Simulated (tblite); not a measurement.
Species: C5H10OP2S.
Geometry (GFN2-xTB, Å), atoms numbered from 1 in this order:
```
atom  x, y, z in Å
O1    -2.766   -0.572    1.121
C2    -1.603   -0.343    0.919
C3    -0.577   -1.440    0.723
C4     0.019   -1.396   -0.682
P5     0.862    0.212   -1.019
P6     2.323    0.393    0.626
S7     1.509    0.429   -2.841
C8    -0.487    1.378   -0.539
C9    -1.050    1.066    0.846
H10    0.222   -1.310    1.461
H11   -1.058   -2.406    0.892
H12    0.746   -2.202   -0.823
H13   -0.756   -1.511   -1.446
H14    2.864    1.526    0.025
H15    3.197   -0.449   -0.057
H16   -0.088    2.397   -0.578
H17   -1.261    1.298   -1.310
H18   -0.256    1.170    1.592
H19   -1.851    1.770    1.084
```

Computed values, GFN2-xTB/tblite, gas phase, harmonic and unscaled. Errors from tens to a few hundred cm⁻¹ against measured bands are possible. Modes of hydrogen on phosphorus can be 10 to 20 % off. One conformer, not necessarily the lowest.

Harmonic wavenumbers (cm⁻¹): 53.7, 84.9, 126.2, 132.2, 156.0, 157.9, 194.0, 240.6, 288.7, 346.4, 419.0, 432.4, 494.5, 642.0, 679.3, 687.8, 696.8, 713.0, 767.5, 780.7, 784.2, 882.9, 883.8, 971.0, 1008.6, 1038.9, 1047.7, 1094.4, 1103.7, 1107.6, 1166.7, 1213.2, 1232.9, 1245.0, 1286.5, 1299.7, 1422.7, 1430.0, 1440.7, 1451.4, 1782.1, 2289.1, 2334.0, 2926.4, 2931.1, 2936.3, 2938.9, 2941.6, 2944.2, 2983.4, 2983.9.

A = 1557, B = 714.7, C = 632.7 MHz; mass 179.993 u (most abundant isotopes); point group Cs, symmetry number 1.

Q: What is the zero-point energy?

A: Half the sum of the wavenumbers: 30598 cm⁻¹ = 87.48 kcal/mol.

Q: Give the ideal-gas entropy at 200 K and 1 bar in the rigid-rotor, harmonic-oscillator model (classical rotation).

A: Translation 39.51, rotation 29.31, vibration 20.84: S = 89.7 cal/(mol K).

Q: And Cp and H(200 K) − H(0)?

A: Cp = 31.02 cal/(mol K), of which vibrations give 23.07 (their classical limit is 51 R = 101.3); H(200 K) − H(0) = 3.93 kcal/mol without the zero-point energy, 2.35 from vibrations.

Q: What must be added to the electronic energy to get the Gibbs energy at 200 K and 1 bar?

A: ZPE + [H(200 K) − H(0)] − T·S = 87.48 + 3.93 − 17.93 = 73.48 kcal/mol.

Q: Which modes carry the vibrational entropy at 200 K?

A: 53.7 cm⁻¹: 3.89; 84.9 cm⁻¹: 3.00; 126.2 cm⁻¹: 2.25; 132.2 cm⁻¹: 2.16; 156.0 cm⁻¹: 1.86; 157.9 cm⁻¹: 1.84 cal/(mol K); the other 45 give 5.85 together.

Q: How do the functions run with temperature in this model?

A: 
```json
{"T (K)": "50", "S (cal/(mol K))": "60.5", "Cp (cal/(mol K))": "13.5", "H − H(0) (kcal/mol)": "0.49", "G − H(0) (kcal/mol)": "-2.53", "ln q(vib)": "0.41"}
{"T (K)": "100", "S (cal/(mol K))": "72.2", "Cp (cal/(mol K))": "20.5", "H − H(0) (kcal/mol)": "1.36", "G − H(0) (kcal/mol)": "-5.86", "ln q(vib)": "1.65"}
{"T (K)": "298.15", "S (cal/(mol K))": "104.0", "Cp (cal/(mol K))": "41.7", "H − H(0) (kcal/mol)": "7.50", "G − H(0) (kcal/mol)": "-23.52", "ln q(vib)": "7.46"}
{"T (K)": "373.15", "S (cal/(mol K))": "114.3", "Cp (cal/(mol K))": "49.5", "H − H(0) (kcal/mol)": "10.93", "G − H(0) (kcal/mol)": "-31.71", "ln q(vib)": "9.63"}
{"T (K)": "500", "S (cal/(mol K))": "130.3", "Cp (cal/(mol K))": "60.5", "H − H(0) (kcal/mol)": "17.93", "G − H(0) (kcal/mol)": "-47.23", "ln q(vib)": "13.24"}
{"T (K)": "750", "S (cal/(mol K))": "157.9", "Cp (cal/(mol K))": "75.5", "H − H(0) (kcal/mol)": "35.08", "G − H(0) (kcal/mol)": "-83.38", "ln q(vib)": "20.02"}
{"T (K)": "1000", "S (cal/(mol K))": "181.0", "Cp (cal/(mol K))": "85.0", "H − H(0) (kcal/mol)": "55.22", "G − H(0) (kcal/mol)": "-125.83", "ln q(vib)": "26.25"}
```

q(vib) and H(0) count from the zero-point level.

Q: Blend soft modes into free rotors: weight 1/[1 + (100 cm⁻¹/ν̃)⁴] for the oscillator and the rest for a rotor with moment μB/(μ + B), μ = h/(8π²ν), B = 10⁻⁴⁴ kg m². What vibrational entropy results?

A: 19.94 cal/(mol K) in place of 20.84, which changes −T·S at 200 K by +0.18 kcal/mol.

Hindered rotation and anharmonicity are outside this model. Other conformers, if any are populated, would add a mixing term that is left out.
